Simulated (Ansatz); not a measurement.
CH8BNOSi (`B[Si](C)(N)O`). The species carries charge 0 and has multiplicity 1. The geometry is a stationary point of PBE0-D4/def2-TZVP. It is one conformer, not always the lowest.

```xyz
13

B    -1.549    0.912   -0.971
Si    0.061    0.291    0.046
C     0.961   -1.215   -0.601
N    -0.547   -0.170    1.586
O     1.086    1.597    0.041
H    -2.195    1.835   -0.560
H    -1.964    0.370   -1.955
H     0.283   -2.066   -0.698
H     1.391   -1.014   -1.585
H     1.778   -1.511    0.064
H    -0.182   -0.944    2.114
H    -1.101    0.449    2.154
H     1.979    1.466    0.364
```

Question: What is the dipole moment at r2SCAN/def2-TZVPP? (Estimate.)

Answer: The calculation gave: 2.27 D, with components (1.08, -1.26, 1.54) D in this frame, pointing from negative to positive charge.

Question: And with PBE, B3LYP, ωB97M-V? (Best estimate.)

Answer: The calculation gave: PBE 2.32 D, B3LYP 2.19 D, ωB97M-V 2.16 D.

Question: Give the Mulliken charges with r2SCAN, PBE, B3LYP in def2-TZVPP. (An estimate is asked.)

Answer: Ansatz gave: 
```json
{"atom": "B1", "r2SCAN": "-0.07", "PBE": "-0.09", "B3LYP": "-0.09"}
{"atom": "Si2", "r2SCAN": "0.55", "PBE": "0.39", "B3LYP": "0.49"}
{"atom": "C3", "r2SCAN": "-0.34", "PBE": "-0.40", "B3LYP": "-0.41"}
{"atom": "N4", "r2SCAN": "-0.45", "PBE": "-0.37", "B3LYP": "-0.40"}
{"atom": "O5", "r2SCAN": "-0.41", "PBE": "-0.34", "B3LYP": "-0.39"}
{"atom": "H6", "r2SCAN": "0.00", "PBE": "0.02", "B3LYP": "0.04"}
{"atom": "H7", "r2SCAN": "0.01", "PBE": "0.04", "B3LYP": "0.05"}
{"atom": "H8", "r2SCAN": "0.08", "PBE": "0.10", "B3LYP": "0.10"}
{"atom": "H9", "r2SCAN": "0.07", "PBE": "0.11", "B3LYP": "0.10"}
{"atom": "H10", "r2SCAN": "0.06", "PBE": "0.08", "B3LYP": "0.08"}
{"atom": "H11", "r2SCAN": "0.15", "PBE": "0.14", "B3LYP": "0.13"}
{"atom": "H12", "r2SCAN": "0.16", "PBE": "0.15", "B3LYP": "0.14"}
{"atom": "H13", "r2SCAN": "0.18", "PBE": "0.17", "B3LYP": "0.17"}
```

B3LYP here is the variant with VWN-RPA as its local correlation; programs differ in this.
